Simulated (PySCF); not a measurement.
**How methods differ on the ionisation energy of Ce(55+)**

Ce(55+) [He] 2s1 (2S) → Ce(56+) 1s2 (1S), as a difference of total energies. Calculation: PySCF 2.14, in an uncontracted even-tempered set (19 s from 31 bohr⁻², ratio 2.2; 8 p from 47 bohr⁻², ratio 2.4; 5 d from 140 bohr⁻², ratio 2.4; 5 f from 210 bohr⁻², ratio 2.4; 4 g from 320 bohr⁻², ratio 2.4); scalar relativity by spin-free X2C-1e. Correlated levels: nothing frozen; virtual orbitals above 40 to 60 times the deepest correlated orbital energy dropped. The calculations carry no spin-orbit coupling.

| method | ionisation energy (eV) |
| --- | --- |
| UHF | 11471.1 |
| LDA | 11462.3 |
| PBE | 11476.5 |
| PBE0 | 11475.2 |
| r2SCAN | 11467.8 |
| PW91 | 11477.4 |
| B97-3 | 11471.8 |
| MP2 (all electrons) | 11471.3 |
| SCS-MP2 (all electrons) | 11471.3 |

For this ion Breit and QED terms and the two-electron picture change, all absent here, outweigh the differences among the correlated methods.

For comparison: 11459.85 ± 0.06 eV (theoretical estimate listed by NIST; NIST Atomic Spectra Database, ionization energies).
